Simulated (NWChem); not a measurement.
The numbers come from NWChem runs, not from measurements. System: H$_{3}$Al, charge 0, spin multiplicity 1, at a geometry optimised with PBE/def2-SVP. The structure started from a generated list of species. Level: CAM-B3LYP/def2-TZVP.

Job file:

```
start mol
memory heap 200 mb stack 900 mb global 1100 mb
geometry units angstroms nocenter noautoz
  Al     0.000000     0.000000    -0.000001
  H      0.000000     0.000000     1.600821
  H      1.386349     0.000000    -0.800404
  H     -1.386349     0.000000    -0.800404
  symmetry group C2v
end
basis spherical
  * library def2-tzvp
end
dft
  xc xcamb88 1.00 lyp 0.81 vwn_5 0.19 hfexch 1.00
  cam 0.33 cam_alpha 0.19 cam_beta 0.46
  direct
  iterations 100
end
task dft energy
```

NWChem printed:

```
             Northwest Computational Chemistry Package (NWChem) 7.3.0
             --------------------------------------------------------

                                NWChem Input Module
                                -------------------

 Scaling coordinates for geometry "geometry" by  1.889725989
 (inverse scale =  0.529177249)

 Turning off AUTOSYM since
 SYMMETRY directive was detected!

                             Geometry "geometry" -> ""
                             -------------------------

 Output coordinates in angstroms (scale by  1.889725989 to convert to a.u.)

  No.       Tag          Charge          X              Y              Z
 ---- ---------------- ---------- -------------- -------------- --------------
    1 Al                  13.0000     0.00000000     0.00000000    -0.00000100
    2 H                    1.0000     0.00000000     0.00000000     1.60082100
    3 H                    1.0000     1.38634900     0.00000000    -0.80040400
    4 H                    1.0000    -1.38634900     0.00000000    -0.80040400

 Effective nuclear repulsion energy (a.u.)      13.4646686851

            Nuclear Dipole moment (a.u.)
            ----------------------------
        X                 Y               Z
 ---------------- ---------------- ----------------
     0.0000000000     0.0000000000     0.0000000000

      Symmetry information
      --------------------

 Group name             C2v
 Group number             16
 Group order               4
 No. of unique centers     3

      Symmetry unique atoms

     1    2    3


 Summary of "ao basis" -> "" (spherical)
 ------------------------------------------------------------------------------
       Tag                 Description            Shells   Functions and Types
 ---------------- ------------------------------  ------  ---------------------
 *                         def2-tzvp                  on all atoms

                                 NWChem DFT Module
                                 -----------------

 Summary of "ao basis" -> "ao basis" (spherical)
 ------------------------------------------------------------------------------
       Tag                 Description            Shells   Functions and Types
 ---------------- ------------------------------  ------  ---------------------
 Al                        def2-tzvp                13       37   5s5p2d1f
 H                         def2-tzvp                 4        6   3s1p

 Summary of "ao basis" -> "ao basis" (spherical)
 ------------------------------------------------------------------------------
       Tag                 Description            Shells   Functions and Types
 ---------------- ------------------------------  ------  ---------------------
 Al                        def2-tzvp                13       37   5s5p2d1f
 H                         def2-tzvp                 4        6   3s1p

      Symmetry analysis of basis
      --------------------------

        a1         25
        a2          4
        b1         15
        b2         11

  int_init: cando_txs set to always be  F

            General Information
            -------------------
          SCF calculation type: DFT
          Wavefunction type:  closed shell.
          No. of atoms     :     4
          No. of electrons :    16
           Alpha electrons :     8
            Beta electrons :     8
          Charge           :     0
          Spin multiplicity:     1
          Use of symmetry is: on ; symmetry adaption is: on
[...]
 ---------------- ----- ----------------- --------- --------- ---------  ------
 d= 0,ls=0.0,diis     1   -244.1904113021 -2.58D+02  4.53D-03  2.89D-01     0.4
 d= 0,ls=0.0,diis     2   -244.2047840709 -1.44D-02  1.12D-03  1.82D-03     0.7
 d= 0,ls=0.0,diis     3   -244.2050958659 -3.12D-04  1.60D-04  4.94D-04     1.1
 d= 0,ls=0.0,diis     4   -244.2051240586 -2.82D-05  5.71D-05  7.54D-06     1.4
 d= 0,ls=0.0,diis     5   -244.2051255694 -1.51D-06  1.84D-05  2.38D-07     1.7
 d= 0,ls=0.0,diis     6   -244.2051256606 -9.12D-08  1.13D-06  1.39D-09     2.1

         Total DFT energy =     -244.205125660551
      One electron energy =     -365.458579556761
           Coulomb energy =      127.512101425076
    Exchange-Corr. energy =      -19.723316214007
 Nuclear repulsion energy =       13.464668685141

 Numeric. integr. density =       15.999997090320

     Total iterative time =      2.0s

                  Occupations of the irreducible representations
                  ----------------------------------------------

                     irrep           alpha         beta
                     --------     --------     --------
                     a1                5.0          5.0
                     a2                0.0          0.0
                     b1                2.0          2.0
                     b2                1.0          1.0

                       DFT Final Molecular Orbital Analysis
                       ------------------------------------

 Vector    6  Occ=2.000000D+00  E=-4.922761D-01  Symmetry=a1
              MO Center=  8.1D-17,  1.2D-17, -7.0D-06, r^2= 2.4D+00
   Bfn.  Coefficient  Atom+Function         Bfn.  Coefficient  Atom+Function
  ----- ------------  ---------------      ----- ------------  ---------------
     4      0.544354  1 Al s                  3     -0.293023  1 Al s
     5      0.162161  1 Al s                 39      0.123713  2 H  s
    45      0.123714  3 H  s                 51      0.123714  4 H  s
    38      0.089000  2 H  s                 44      0.089001  3 H  s
    50      0.089001  4 H  s                  2      0.082311  1 Al s

 Vector    7  Occ=2.000000D+00  E=-3.669553D-01  Symmetry=b1
              MO Center= -7.8D-11,  1.3D-16, -6.2D-01, r^2= 2.6D+00
   Bfn.  Coefficient  Atom+Function         Bfn.  Coefficient  Atom+Function
  ----- ------------  ---------------      ----- ------------  ---------------
    15      0.307265  1 Al px                45      0.225983  3 H  s
    51     -0.225983  4 H  s                 46      0.180291  3 H  s
    52     -0.180291  4 H  s                 44      0.140518  3 H  s
    50     -0.140518  4 H  s                 18      0.113675  1 Al px
     6     -0.091154  1 Al px                 9     -0.079178  1 Al px

 Vector    8  Occ=2.000000D+00  E=-3.669541D-01  Symmetry=a1
              MO Center=  7.8D-11, -9.3D-17,  6.2D-01, r^2= 2.6D+00
   Bfn.  Coefficient  Atom+Function         Bfn.  Coefficient  Atom+Function
  ----- ------------  ---------------      ----- ------------  ---------------
    17      0.307265  1 Al pz                39      0.260944  2 H  s
    40      0.208183  2 H  s                 38      0.162256  2 H  s
    45     -0.130471  3 H  s                 51     -0.130471  4 H  s
    20      0.113676  1 Al pz                46     -0.104091  3 H  s
    52     -0.104091  4 H  s                  8     -0.091154  1 Al pz

 Vector    9  Occ=0.000000D+00  E=-3.187154D-02  Symmetry=b2
              MO Center=  9.0D-18, -6.2D-16, -1.4D-06, r^2= 4.3D+00
   Bfn.  Coefficient  Atom+Function         Bfn.  Coefficient  Atom+Function
  ----- ------------  ---------------      ----- ------------  ---------------
    19      0.715814  1 Al py                16      0.369763  1 Al py
     7     -0.100781  1 Al py                10     -0.088601  1 Al py

 Vector   10  Occ=0.000000D+00  E= 7.605831D-02  Symmetry=a1
              MO Center= -8.5D-14, -3.1D-16,  1.3D-05, r^2= 4.4D+00
   Bfn.  Coefficient  Atom+Function         Bfn.  Coefficient  Atom+Function
  ----- ------------  ---------------      ----- ------------  ---------------
     5      1.847753  1 Al s                 40     -0.883530  2 H  s
    46     -0.883495  3 H  s                 52     -0.883495  4 H  s
     4      0.394493  1 Al s                  3     -0.196688  1 Al s
    30     -0.172111  1 Al d  2              25     -0.102819  1 Al d  2
    28     -0.099363  1 Al d  0              38     -0.089525  2 H  s

 Vector   11  Occ=0.000000D+00  E= 8.532370D-02  Symmetry=a1
              MO Center=  6.4D-10, -2.8D-13, -7.6D-01, r^2= 6.1D+00
   Bfn.  Coefficient  Atom+Function         Bfn.  Coefficient  Atom+Function
  ----- ------------  ---------------      ----- ------------  ---------------
    20      1.844599  1 Al pz                40     -1.393223  2 H  s
    46      0.696617  3 H  s                 52      0.696617  4 H  s
    23     -0.107644  1 Al d  0              17      0.096561  1 Al pz
    38     -0.079208  2 H  s                 25      0.062150  1 Al d  2
    44      0.039606  3 H  s                 50      0.039606  4 H  s

 center of mass
 --------------
 x =   0.00000000 y =   0.00000000 z =  -0.00000087

 moments of inertia (a.u.)
 ------------------
          13.834302009910           0.000000000000           0.000000000000
           0.000000000000          27.668625970560           0.000000000000
           0.000000000000           0.000000000000          13.834323960650

     Multipole analysis of the density
     ---------------------------------

     L   x y z        total         alpha         beta         nuclear
     -   - - -        -----         -----         ----         -------
     0   0 0 0     -0.000000     -8.000000     -8.000000     16.000000

     1   1 0 0     -0.000000     -0.000000     -0.000000      0.000000
     1   0 1 0     -0.000000     -0.000000     -0.000000      0.000000
     1   0 0 1     -0.000011     -0.000006     -0.000006      0.000000

     2   2 0 0    -13.827182    -13.777046    -13.777046     13.726911
     2   1 1 0     -0.000000     -0.000000     -0.000000      0.000000
     2   1 0 1     -0.000000     -0.000000     -0.000000      0.000000
     2   0 2 0     -8.844188     -4.422094     -4.422094      0.000000
     2   0 1 1      0.000000      0.000000      0.000000      0.000000
     2   0 0 2    -13.827186    -13.777038    -13.777038     13.726889

 Task  times  cpu:        2.0s     wall:        2.0s

 Total times  cpu:        2.1s     wall:        2.1s
```
